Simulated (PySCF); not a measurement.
# H2: input and log

State: singlet, closed shell.

An equivalent input (the run itself took its basis sets from the Basis Set Exchange, started from a PBE0 density and held the occupation σ 1α 1β):

```python
from pyscf import gto, dft
mol = gto.M(atom='H 0 0 0; H 0 0 0.744', basis={'H': 'def2-TZVPPD'},
            charge=0, spin=0, verbose=4, symmetry='C2v')
mf = dft.UKS(mol, xc='BLYP')
mf.grids.atom_grid = (80, 434)
mf.grids.prune = dft.gen_grid.treutler_prune
mf.irrep_nelec = {'A1': (1, 1)}
mf.conv_tol = 1e-9
mf.max_cycle = 60
mf.diis_space = 10
mf.kernel()
```

The log (some set-up lines and the per-cycle HOMO/LUMO lines removed):

```
******** <class 'pyscf.dft.uks_symm.SymAdaptedUKS'> ********
method = SymAdaptedUKS
damping factor = 0
level_shift factor = 0
DIIS = <class 'pyscf.scf.diis.CDIIS'>
diis_start_cycle = 1
diis_space = 10
diis_damp = 0
SCF conv_tol = 1e-09
SCF conv_tol_grad = None
SCF max_cycles = 60
number electrons alpha = 1  beta = 1
Set gradient conv threshold to 3.16228e-05
init E= -1.1692018068831
cycle= 1 E= -1.16959349688124  delta_E= -0.000392  |g|= 0.00121  |ddm|= 0.0255
cycle= 2 E= -1.16959423790373  delta_E= -7.41e-07  |g|= 0.000352  |ddm|= 0.00103
cycle= 3 E= -1.16959433943618  delta_E= -1.02e-07  |g|= 3.59e-05  |ddm|= 0.000311
cycle= 4 E= -1.16959434047122  delta_E= -1.04e-09  |g|= 2.54e-07  |ddm|= 2.84e-05
cycle= 5 E= -1.16959434047127  delta_E= -4.8e-14  |g|= 3.41e-09  |ddm|= 1.86e-07
Extra cycle  E= -1.16959434047127  delta_E= -3.55e-15  |g|= 1.29e-09  |ddm|= 3.71e-09
converged SCF energy = -1.16959434047127  <S^2> = 0  2S+1 = 1
```

Repeating this along the bond gives Re = 0.747 Å and ωe = 4347 cm⁻¹.

A point of this curve took 0.11 CPU seconds beside 0.0064 for the integrals, on Arm Neoverse V2 (shared host).
